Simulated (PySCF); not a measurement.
AuClH3N, SMILES [NH3]->[Au][Cl], multiplicity 1. Atoms are numbered in the order given.

```xyz
6

N      0.0000     0.0000    -2.2672
H      0.8222     0.4747    -2.6274
H      0.0000    -0.9494    -2.6274
H     -0.8222     0.4747    -2.6274
Au     0.0000     0.0000    -0.1524
Cl     0.0000     0.0000     2.1055
```
Charge 0, spin multiplicity 1.

Geometry: B3LYP-D3(BJ)/def2-TZVP. The spin state was assumed, not searched. The def2 effective core potentials stand for the cores of Au; spin–orbit coupling is left out.

Method: B3LYP-D3(BJ)/def2-TZVP run with PySCF.

Frequencies are harmonic and unscaled.

Modes within 1.5 cm⁻¹ of each other (mostly degenerate sets) share a row, with their intensities summed.

Computed harmonic wavenumbers and intensities:
```
mode   ν (cm⁻¹)  IR (km/mol)  moving atoms (share of kinetic energy)
-----  --------  -----------  --------------------------------------
1–2         127         12.9        N 39 %, Cl 25 %, Au 18 %, H 17 %
3           360         19.5                        Cl 85 %, Au 11 %
4           429          5.5                 N 73 %, H 16 %, Au 10 %
5–6         680         37.3                          H 87 %, N 13 %
7          1245        114.3                          H 84 %, N 16 %
8–9        1659         56.8                                  H 95 %
10         3457          7.8                                  H 98 %
11–12      3557         93.8                           H 92 %, N 8 %
```
